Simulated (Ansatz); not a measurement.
Species: sum formula IrO$_{3}$H$_{3}$, charge 0, multiplicity 1. 
Coordinates optimised at B3LYP-D3(BJ)/def2-TZVP (Ansatz, a first-principles code):
SMILES: [OH][Ir]([OH])[OH]
```xyz
7

Ir     0.0011     0.0000    -0.0093
O      1.8131    -0.3579    -0.0118
H      2.1027    -0.5726     0.8919
O     -0.5952     1.7108     0.3565
H     -0.6566     2.2027    -0.4815
O     -1.2198    -1.3393    -0.3656
H     -1.5124    -1.7425     0.4701
```
Charge 0, spin multiplicity 1.

Basis-set convergence of Hartree-Fock and CCSD(T) correlation energies (hartree) with Ansatz. Valence correlation only, unless marked. Spin-orbit coupling is left out. The frozen core is the preceding noble-gas configuration, with the filled d and f shells of earlier blocks. In def2 rows, elements after Kr have scalar-relativistic effective core potentials.

The Hartree-Fock reference is unstable (checked in the largest basis), which strains HF and MP2. The T1 diagnostic of CCSD in the largest basis is 0.028, which is high, so the coupled-cluster rows are less sure than usual.

```tsv
basis	functions	E(HF)	E(corr, CCSD(T))
def2-SVP	89	-329.55042	-0.88939
def2-TZVPP	191	-329.87295	-1.13077
def2-QZVPP	349	-329.88567	-1.20623
```

Extrapolating the two largest sets (X = 3 and 4) as X^-3: E(corr) = (64·(-1.20623) - 27·(-1.13077))/37 = -1.2613 Eh, an estimate of the basis-set limit. The largest set recovers 95.6 % of it, the smallest 70.5 %.
